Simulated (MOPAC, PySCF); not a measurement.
F4Ge, SMILES `[F][Ge]([F])([F])[F]`, neutral singlet in the gas phase. 

Cartesian coordinates (Å):
```xyz
5

F     -1.0414    -1.3444    -0.0584
Ge     0.0000     0.0000     0.0000
F     -0.9179     1.4315    -0.0594
F      1.0628    -0.0477    -1.3279
F      0.8965    -0.0394     1.4457
```
Charge 0, spin multiplicity 1.

All levels are single points at this geometry (B3LYP-D3(BJ)/def2-TZVP); Pople sets use spherical d functions. Orbital energies aren't observables, and empty levels follow the basis.

SVWN5/6-31G* in PySCF gives dipole (D) = 0.00.

Problem. Estimate the dipole (D) from each of these levels: B3LYP-D3(BJ)/def2-TZVP in PySCF; PBE-D3(BJ)/def2-TZVP in PySCF; B3LYP/6-311+G** (LANL2DZ on Ge) in PySCF; B3LYP/6-31G* in PySCF; B3LYP/LANL2DZ in PySCF; PBE/6-31G* in PySCF; HF/3-21G in PySCF; HF/STO-3G in PySCF; AM1 in MOPAC; PM3 in MOPAC; PM6 in MOPAC; PM7 in MOPAC.

Solution. 
```
level                                     dipole (D)
----------------------------------------  ----------
B3LYP-D3(BJ)/def2-TZVP in PySCF                 0.00
PBE-D3(BJ)/def2-TZVP in PySCF                   0.00
B3LYP/6-311+G** (LANL2DZ on Ge) in PySCF        0.00
B3LYP/6-31G* in PySCF                           0.00
B3LYP/LANL2DZ in PySCF                          0.00
PBE/6-31G* in PySCF                             0.00
HF/3-21G in PySCF                               0.00
HF/STO-3G in PySCF                              0.00
AM1 in MOPAC                                    0.00
PM3 in MOPAC                                    0.00
PM6 in MOPAC                                    0.00
PM7 in MOPAC                                    0.00
```
